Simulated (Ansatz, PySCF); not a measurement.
Gas-phase reaction in SMILES: COB(Cl)Cl + H+ -> C[OH+]B(Cl)Cl
Geometries: B3LYP-D3(BJ)/def2-TZVP minima from Ansatz (an electronic-structure program), one conformer each, not searched for the lowest. Frequencies are from Ansatz.
Geometry of the first species:
```
O
B 1 1.3331
C 1 1.4311 2 124.30
H 3 1.0869 1 106.74 2 -180.00
H 3 1.0897 4 109.93 1 -119.80
H 3 1.0897 4 109.93 5 -120.41
Cl 2 1.7603 1 118.47 3 180.00
Cl 2 1.7721 1 122.36 3 0.00
```
Charge 0, spin multiplicity 1.

Quantity: proton affinity (enthalpy at 298 K, with B3LYP-D3(BJ) rigid-rotor harmonic-oscillator terms), positive where the reaction releases energy, in kcal/mol. Valence correlation only, unless marked. Spin-orbit coupling is left out. No relativistic terms. CBS(X,Y): correlation extrapolated as X^-3; Hartree-Fock from the larger set. [CCSD(T)-MP2]/basis is that difference in the basis named.

RI-MP2/CBS(cc-pV(T+d)Z,cc-pV(Q+d)Z)+[CCSD(T)-MP2]/cc-pV(T+d)Z (Ansatz) gives 172.6 kcal/mol.

Q: Another calculation gave 172.1 kcal/mol. Which level was it?
A. PBE0/def2-TZVPD (Ansatz)
B. HF/def2-TZVPD (PySCF)
C. SVWN5/def2-TZVPD (Ansatz)

A: A, PBE0/def2-TZVPD (Ansatz). The others give 174.9 (HF), 165.3 (SVWN5) kcal/mol.
